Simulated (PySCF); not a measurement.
# Two-component Hartree-Fock for Gd³⁺ (gadolinium, charge +3)

Start: [Xe] 4f7; 4f5/2 filled at m_j = -5/2, -3/2, -1/2, +1/2, +3/2, +5/2; 4f7/2 filled at m_j = +7/2. Calculated with PySCF 2.14 in x2c-TZVPPall-2c (11s11p10d4f2g, 140 functions): generalised Hartree-Fock with the X2C-1e Hamiltonian and a Gaussian nucleus; one run each with spin-orbit coupling (SO) switched off, then screened by Boettger's factors.

```tsv
spinor shell	electrons	ε, spin-free (eV)	ε, screened SO (eV)	weight of nominal j (screened SO)	rms radius, screened SO (bohr)
1s1/2	2	-50521.6	-50512.2	1.000	0.0249
2s1/2	2	-8483.4	-8480.6	1.000	0.101
2p1/2	2	-7546.9	-8037.4	1.000	0.0864
2p3/2	4	-7546.9	-7336.9	1.000	0.0928
3s1/2	2	-1950.4	-1949.5	1.000	0.260
3p1/2	2	-1654.3	-1757.0	1.000	0.252
3p3/2	4	-1654.3	-1609.9	1.000	0.265
3d3/2	4	-1262.2	-1281.1	0.994	0.237
3d5/2	6	-1262.2	-1248.8	0.996	0.241
4s1/2	2	-435.73	-435.49	1.000	0.588
4p1/2	2	-335.51	-359.92	0.966	0.605
4p3/2	4	-335.51	-324.80	0.983	0.633
4d3/2	4	-193.46	-199.58	0.723	0.684
4d5/2	6	-193.46	-189.20	0.815	0.690
5s1/2	2	-85.310	-85.272	1.000	1.43
5p1/2	2	-57.876	-61.755	0.912	1.58
5p3/2	4	-57.876	-56.159	0.956	1.68
4f5/2	6	-47.774	-47.758	0.551	0.911
4f7/2	1	-47.774	-47.291	1.000	0.917
```

```tsv
quantity	spin-free	screened SO
E (hartree)	-11262.27799	-11269.59433
M_J	7/2	7/2
⟨J²⟩	15.757	15.757
⟨L²⟩	0.000	0.107
⟨S²⟩	15.757	15.677
```

Each row is a mean over spinors that exchange with the open shell spreads, by up to 19.379 eV (4d5/2).

Rows whose weight is well below 1 are mixtures of j = l ± 1/2: exchange outweighs spin-orbit coupling there, and the label is only the starting occupation.

Breit and QED terms are absent; they matter most for the inner s and p1/2 levels.

Densities and radii are taken from the X2C orbitals without a picture-change correction, which distorts them close to the nucleus.

Without spin-orbit coupling the j labels of p, d and f shells carry no meaning; the spin-free column gives the mean over the occupied spinors of each nl shell.
